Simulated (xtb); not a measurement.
C₂H₈AlO (SMILES [CH3][Al]([CH3])<-[OH2]), doublet, from a rough starting geometry (GFN-xTB shapes and energies of metal compounds can be far from the true ones) (the spin is typed, not shown lowest); xtb with GFN2-xTB.

xtb was given this input:
```
$ xtb mol.xyz --gfn 2 --uhf 1 --opt vtight --json

# file mol.xyz
12

Al     0.41549825     0.74034565     0.60612295
C      1.67701518     0.06030704    -0.86919885
H      1.66493153    -1.04666525    -0.96155570
H      2.72295345     0.25955198    -0.57411239
H      1.56558723     0.43065280    -1.84974879
C     -0.80472296    -0.66145041     1.52965034
H     -1.11964579    -1.44597688     0.87448194
H     -1.75143267    -0.14861457     1.93743883
H     -0.24143334    -1.09231523     2.37301197
O     -1.04015182     1.11452934    -0.81724027
H     -0.96983900     1.13180401    -1.75382848
H     -1.97402673     0.70227154    -0.55227633
```

Problem. Predict the main parts of the log of this xtb run.

Solution. 
```
   ID    Z sym.   atoms
    1   13 Al     1
    2    6 C      2, 6
    3    1 H      3-5, 7-9, 11, 12
    4    8 O      10

           -------------------------------------------------
          |                Calculation Setup                |
           -------------------------------------------------

           -------------------------------------------------
          |                 G F N 2 - x T B                 |
           -------------------------------------------------

          ...................................................
          :                      SETUP                      :
          :.................................................:
          :  # basis functions                  30          :
          :  # atomic orbitals                  29          :
          :  # shells                           17          :
          :  # electrons                        25          :
          :  max. iterations                   250          :
          :  Hamiltonian                  GFN2-xTB          :
          :  restarted?                      false          :
          :  GBSA solvation                  false          :
          :  PC potential                    false          :
          :  electronic temp.          300.0000000     K    :
          :  accuracy                    1.0000000          :
          :  -> integral cutoff          0.2500000E+02      :
          :  -> integral neglect         0.1000000E-07      :
          :  -> SCF convergence          0.1000000E-05 Eh   :
          :  -> wf. convergence          0.1000000E-03 e    :
          :  Broyden damping             0.4000000          :
          :  net charge                          0          :
          :  unpaired electrons                  1          :
          ...................................................

 iter      E             dE          RMSdq      gap      omega  full diag
   1    -13.4966365 -0.134966E+02  0.662E+00    2.18       0.0  T
   2    -13.5171603 -0.205239E-01  0.444E+00    2.60       1.0  T
   3    -13.5208197 -0.365936E-02  0.339E+00    2.70       1.0  T
   4    -13.5259075 -0.508776E-02  0.142E+00    2.93       1.0  T
   5    -13.5260647 -0.157227E-03  0.726E-01    2.85       1.0  T
   6    -13.5263304 -0.265700E-03  0.343E-01    2.87       1.0  T
   7    -13.5263424 -0.119502E-04  0.160E-01    2.88       1.0  T
   8    -13.5263468 -0.444996E-05  0.573E-02    2.89       1.0  T
[...]
 * total energy  :   -13.3992898 Eh     change       -0.1015299E-04 Eh
 * total energy  :   -13.3992917 Eh     change       -0.1857639E-05 Eh
 * total energy  :   -13.3992939 Eh     change       -0.2172707E-05 Eh
 * total energy  :   -13.3992953 Eh     change       -0.1399573E-05 Eh
 * total energy  :   -13.3992959 Eh     change       -0.6100244E-06 Eh
 * total energy  :   -13.3992964 Eh     change       -0.4897950E-06 Eh
 * total energy  :   -13.3992970 Eh     change       -0.6211216E-06 Eh
 * total energy  :   -13.3992971 Eh     change       -0.1583815E-06 Eh
 * total energy  :   -13.3992973 Eh     change       -0.1326178E-06 Eh
 * total energy  :   -13.3992974 Eh     change       -0.1310344E-06 Eh
 * total energy  :   -13.3992975 Eh     change       -0.1214011E-06 Eh
 * total energy  :   -13.3992976 Eh     change       -0.4785041E-07 Eh
   *** GEOMETRY OPTIMIZATION CONVERGED AFTER 41 ITERATIONS ***
         :: total energy             -13.399297578511 Eh    ::
[...]
     8   1 H        0.924     0.012     2.862     2.646
     9   1 H        0.924     0.009     2.903     2.664
    10   8 O        2.258    -0.431    21.404     6.248
    11   1 H        0.805     0.317     0.672     1.288
    12   1 H        0.805     0.335     0.625     1.242

 Mol. C6AA /au·bohr⁶  :       1346.320854
 Mol. C8AA /au·bohr⁸  :      47104.341925
 Mol. α(0) /au        :         62.435849

Wiberg/Mayer (AO) data.
largest (>0.10) Wiberg bond orders for each atom

 ---------------------------------------------------------------------------
     #   Z sym  total        # sym  WBO       # sym  WBO       # sym  WBO
 ---------------------------------------------------------------------------
     1  13 Al   2.737 --     2 C    0.974     6 C    0.972    10 O    0.425
     2   6 C    3.860 --     1 Al   0.974     4 H    0.949     5 H    0.940
                             3 H    0.937
     3   1 H    1.000 --     2 C    0.937
     4   1 H    1.000 --     2 C    0.949
     5   1 H    1.000 --     2 C    0.940
     6   6 C    3.858 --     1 Al   0.972     9 H    0.947     8 H    0.939
                             7 H    0.936
     7   1 H    1.000 --     6 C    0.936
     8   1 H    1.000 --     6 C    0.939
     9   1 H    1.000 --     6 C    0.947
    10   8 O    2.182 --    11 H    0.876    12 H    0.862     1 Al   0.425
    11   1 H    0.900 --    10 O    0.876
    12   1 H    0.888 --    10 O    0.862
 ---------------------------------------------------------------------------

Topologies differ in total number of bonds
Writing topology from bond orders to xtbtopo.mol

molecular dipole:
                 x           y           z       tot (Debye)
 q only:       -1.004       0.598      -0.934
   full:       -1.145       0.174      -1.230       4.294
molecular quadrupole (traceless):
                xx          xy          yy          xz          yz          zz
 q only:       -0.384      -1.116       0.053       6.156      -1.337       0.332
  q+dip:        0.476      -0.974      -1.752       4.294      -3.022       1.275
   full:        1.090      -1.842      -2.700       6.490      -3.947       1.611

optimized geometry written to: xtbopt.xyz

           -------------------------------------------------
          | TOTAL ENERGY              -13.399297578511 Eh   |
          | GRADIENT NORM               0.000030320090 Eh/α |
          | HOMO-LUMO GAP               3.060094727411 eV   |
           -------------------------------------------------
```
